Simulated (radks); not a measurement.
Results of a calculation; reference values are marked as such.
Polarisability of neutral zinc, [Ar] 3d10 4s2, at imaginary frequency. Code: a radial shooting solver on a logarithmic mesh with Libxc functionals. Model: non-relativistic Kohn-Sham, LDA (Slater exchange, VWN5 correlation), spin-unpolarised, spherical densities, point nucleus. Response by self-consistent Sternheimer equations with the Hartree and adiabatic LDA kernel.

w (hartree),alpha1(iw) (bohr^3),alpha2(iw) (bohr^5)
0.00266,38.51,325.2
0.0143,38.36,324.5
0.0360,37.56,320.7
0.0697,35.19,309.0
0.118,30.44,283.0
0.186,23.65,238.8
0.280,16.55,181.1
0.413,10.74,122.3
0.605,6.677,74.31
0.892,4.051,41.08
1.35,2.394,20.76
2.12,1.341,9.470
3.59,0.6686,3.733
6.94,0.2601,1.140
17.5,0.05817,0.2014

Static values: alpha1 = 38.51 bohr^3 (5.707 angstrom^3; uncoupled 68.35), alpha2 = 325.2 bohr^5, alpha3 = 5076 bohr^7. C6 = 278.6, C8 = 13200, triple-dipole C9 = 7637 atomic units. One-pole (London) frequency 4 C6 / (3 alpha1^2) = 0.250 hartree, against 0.223 for minus the highest occupied eigenvalue. The dipole shielding factor is 1.000, as the force sum rule N/Z = 1.000 demands. Recommended static value: 38.67 bohr^3 (Schwerdtfeger and Nagle, 2023 table).
